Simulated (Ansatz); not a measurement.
Basis sets compared for Ge(vinyl)(NMe2)3 (C8H21GeN3). Charge 0, multiplicity 1. Geometry PBE-D4/def2-SVP. Ansatz on 4 threads of Arm Neoverse V1 on a shared host; times are rough, and most runs start from earlier orbitals.

```
atom   x (Å)   y (Å)   z (Å)
 Ge1  -0.129  -0.200  -0.333
  C2  -1.146  -0.573  -1.958
  C3  -1.905   0.381  -2.531
  H4  -1.111  -1.580  -2.412
  H5  -1.969   1.397  -2.105
  H6  -2.494   0.196  -3.448
  N7   1.636  -0.698  -0.551
  C8   1.985  -1.956  -1.171
  C9   2.706  -0.069   0.190
 H10   2.840  -1.837  -1.880
 H11   1.134  -2.362  -1.754
 H12   2.285  -2.742  -0.432
 H13   2.340   0.865   0.661
 H14   3.118  -0.722   1.002
 H15   3.565   0.195  -0.475
 N16  -0.917  -1.111   1.071
 C17  -2.349  -1.259   1.184
 C18  -0.166  -1.405   2.270
 H19  -2.627  -2.296   1.494
 H20  -2.839  -1.062   0.208
 H21  -2.811  -0.566   1.935
 H22   0.922  -1.343   2.068
 H23  -0.393  -0.712   3.121
 H24  -0.377  -2.440   2.634
 N25  -0.077   1.612   0.039
 C26   0.542   2.548  -0.871
 C27  -0.826   2.200   1.124
 H28  -0.198   3.216  -1.383
 H29   1.105   2.008  -1.660
 H30   1.268   3.219  -0.347
 H31  -1.249   1.406   1.771
 H32  -0.183   2.851   1.768
 H33  -1.678   2.839   0.772
```

Binding counts from free atoms (Ge triplet, C triplet, H doublet, N quartet) in the same basis, without a counterpoise term.

```csv
level,functions,energy (Eh),HOMO (eV),LUMO (eV),binding per atom (eV),wall time
PBE-D4/def2-SVP,291,-2557.1834,-4.47,-1.21,4.09,7.5 s
PBE0-D4/def2-SVP,291,-2557.3079,-5.79,-0.19,4.03,15 s
```

(1) Estimate the rows for PBE-D4/def2-TZVP (with forces), PBE0-D4/def2-TZVP.

Results:

(1) 
```tsv
level	functions	energy (Eh)	HOMO (eV)	LUMO (eV)	binding per atom (eV)	wall time
PBE-D4/def2-TZVP (with forces)	515	-2557.9717	-4.62	-1.41	4.05	19 s
PBE0-D4/def2-TZVP	515	-2558.0839	-5.90	-0.38	3.98	37 s
```
